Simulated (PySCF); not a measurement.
The same groups moved round the core (quinoline fluoro+boryl). Isolated molecules, 0 K electronic values unless said otherwise. One relaxed conformer stands for each flexible species; it need not be the lowest. Strings in code marks are SMILES.

Calculation: PBE-D3(BJ)/def2-TZVP // B3LYP-D3(BJ)/def2-SVP (PySCF). All candidates: neutral, multiplicity 1. Excitations are Tamm–Dancoff values on a coarser integration grid. The basis has no diffuse functions, so Rydberg states are missing or too high.

```json
{
  "HOMO–LUMO gap": "2.55 eV",
  "brightest of the four lowest singlets (TDA)": "3.44 eV",
  "T1 excitation (TDA)": "2.32 eV"
}
```

Task: Which member has these values?
A. `Bc1cc2ccccc2nc1F`
B. `Bc1cc2ncccc2cc1F`
C. `Bc1ccc(F)c2ncccc12`
D. `Bc1c(F)cnc2ccccc12`

Result: D, `Bc1c(F)cnc2ccccc12`. The others give `Bc1cc2ncccc2cc1F`: 2.77 eV, 4.10 eV, 2.53 eV; `Bc1cc2ccccc2nc1F`: 2.85 eV, 4.06 eV, 2.64 eV; `Bc1ccc(F)c2ncccc12`: 2.91 eV, 3.91 eV, 2.64 eV
